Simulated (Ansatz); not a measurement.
Z-matrix (Å, degrees):
```
C
C 1 1.3502
H 1 1.0866 2 118.47
H 2 1.0888 1 118.44 3 178.33
C 1 1.4552 3 114.41 2 -179.75
C 5 1.3458 1 118.56 3 -5.50
H 6 1.0805 5 120.00 1 -1.48
N 5 1.3816 6 123.85 7 175.34
H 8 1.0066 5 115.25 6 16.41
H 8 1.0069 9 112.56 5 -135.00
H 6 1.0837 7 117.77 5 178.27
B 2 1.5245 4 121.03 10 -161.53
H 12 1.1972 2 121.83 4 1.37
H 12 1.1993 13 119.24 2 -179.87
```
Charge 0, multiplicity 1.

Computed with frozen-core CCSD(T)/cc-pVTZ // PBE0-D4/def2-TZVP (Ansatz, a program for electronic structure). The restricted HF reference is unstable towards unrestricted orbitals.

* **HF energy**: -235.29665 Ha
* **MP2 correlation energy**: -0.95638 Ha

Q: Estimate the CCSD correlation energy, the (T) correction, the total energy and the T1 diagnostic.

A: 
```json
{
 "CCSD correlation energy": "-1.00172 Ha",
 "(T) correction": "-0.04668 Ha",
 "CCSD(T) total energy": "-236.34504 Ha",
 "T1 diagnostic": "0.012"
}
```
